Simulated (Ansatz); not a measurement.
C2H6B2, SMILES `CC1BB1` at its PBE0-D4/def2-TZVP geometry, where that method's forces vanish. Charge 0, multiplicity 1.

| atom | x (Å) | y (Å) | z (Å) |
| --- | --- | --- | --- |
| C1 | -1.012 | 0.330 | 0.023 |
| C2 | 0.207 | 0.011 | -0.805 |
| B3 | 1.017 | -1.104 | -0.252 |
| B4 | 0.613 | 0.035 | 0.798 |
| H5 | -1.340 | 1.368 | 0.019 |
| H6 | -1.835 | -0.366 | -0.148 |
| H7 | -0.817 | -0.020 | 1.132 |
| H8 | 0.370 | 0.665 | -1.654 |
| H9 | 1.866 | -1.824 | -0.656 |
| H10 | 0.931 | 0.906 | 1.543 |

Task: For each bond, give half the difference of the two atoms' forces along it (eV/Å; positive pushes the atoms apart) under PBE-D4, r2SCAN-D4, B3LYP-D4, ωB97M-V in def2-TZVPP. (An estimate is asked.)

Result: The calculation gave: 
```tsv
bond	length (Å)	PBE-D4	r2SCAN-D4	B3LYP-D4	ωB97M-V
C1–C2	1.507	0.08	0.14	0.25	0.27
C1–B4	1.824	0.08	0.15	0.33	0.26
C1–H5	1.089	0.03	-0.10	-0.10	-0.09
C1–H6	1.092	0.16	-0.03	-0.15	-0.19
C1–H7	1.179	0.15	0.05	-0.05	-0.09
C2–B3	1.484	0.09	0.05	0.03	0.04
C2–B4	1.654	0.17	0.13	0.23	0.17
C2–H8	1.085	0.09	-0.03	-0.10	-0.15
B3–B4	1.601	0.10	0.09	0.08	0.08
B3–H9	1.185	-0.02	-0.09	-0.12	-0.12
B4–H10	1.190	0.03	-0.06	-0.20	-0.18
```

B3LYP here is the variant with VWN-RPA as its local correlation; programs differ in this.

Computed with Ansatz.
